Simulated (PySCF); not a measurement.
## Static response to an electric field

C₉H₁₁B.
Atom-mapped SMILES: `[CH2:1]=[CH:2][CH2:3][B:4]1[CH:5]=[CH:6][CH:7]=[CH:8][CH:9]=[CH:10]1` (hydrogens: H11, H12 on C1; H13 on C2; H14, H15 on C3; H16 on C5; H17 on C6; H18 on C7; H19 on C8; H20 on C9; H21 on C10)

Cartesian coordinates in Å at the PBE0-D3(BJ)/def2-SVP level; atoms count from 1:
```xyz
21
C9H11B angstrom
C      3.735    0.367    0.384
C      2.872   -0.101   -0.522
C      1.793   -1.101   -0.281
B      0.294   -0.543   -0.230
C      0.038    0.956   -0.045
C     -1.155    1.629    0.045
C     -2.485    1.123   -0.006
C     -2.933   -0.166   -0.150
C     -2.198   -1.377   -0.292
C     -0.841   -1.571   -0.329
H      3.731    0.008    1.419
H      4.479    1.125    0.125
H      2.928    0.303   -1.542
H      1.836   -1.900   -1.045
H      1.961   -1.616    0.685
H      0.923    1.602    0.032
H     -1.106    2.717    0.178
H     -3.268    1.883    0.087
H     -4.021   -0.286   -0.157
H     -2.834   -2.267   -0.385
H     -0.549   -2.624   -0.452
```

Level: B3LYP/def2-SVPD (PySCF), static field, nuclei fixed, core orbitals frozen in the response. The polarisability tensor in these axes (au):

```
x   169.57   2.87   5.61
y     2.87 131.10   7.61
z     5.61   7.61  82.36
```

What are the eigenvalues, a third of the trace, and Δα (Δα² = ½Σ(αi − αj)² over the three pairs)?

Principal values 80.90, 131.90 and 170.22 au; mean 127.68 au = 18.92 Å³ = 21.05 × 10⁻⁴⁰ C²·m²/J; Δα = 77.61 au (61 % of the mean).

What is the dipole moment, and where does it point?

(-2.17, 0.25, -0.05) D, 2.18 D in size, pointing from the negative to the positive side. Measured along this direction, the outermost atoms are H12 at the negative end and H19 at the positive end.

What molar refraction does this α imply?

Lorentz–Lorenz: R = (4π/3)N_A α = 2.5225 cm³/(mol·Å³) × 18.92 Å³ = 47.7 cm³/mol, in the limit of long wavelengths.

Find the Langevin capture rate constant for O2+ (31.990 u) meeting this molecule (130.095 u), k = 2.342 × 10⁻⁹ cm³/s × √(α in Å³ / reduced mass in u).

The reduced mass is 25.68 u, so k = 2.01 × 10⁻⁹ cm³/s. The formula leaves out the permanent dipole, which adds to the capture rate.

Directions of the eigenvectors, and the extent of the frame along each?

Largest value along (0.99, 0.09, 0.07), where the nuclei span 8.59 Å; middle along (-0.10, 0.99, 0.14), 5.41 Å; least along (-0.06, -0.15, 0.99), 2.92 Å. The response follows the extents in order.

What depolarisation ratio follows for Rayleigh scattering of linearly polarised light, taking the static tensor?

ρ = 3Δα²/(45ᾱ² + 4Δα²) = 18072.1/(733551 + 24096.1) = 0.0239.

Refractivity n − 1 of an ideal gas of it at 298.15 K and 1 atm, from the electronic α?

N = p/kT = 2.4615 × 10¹⁹ cm⁻³, so n − 1 = 2π × N × 18.92 × 10⁻²⁴ cm³ = 2926 × 10⁻⁶ at long wavelengths.

One conformer (not necessarily the lowest) at the PBE0-D3(BJ)/def2-SVP geometry, without solvent, vibrations or thermal averaging.

These values come from a run that also computed excited states and ΔSCF ions. On one thread, Arm Neoverse N1 (aarch64), shared host with 64 logical CPUs at a one-minute load of 62, this took 12 min wall and 1.1 GiB of memory at its peak.
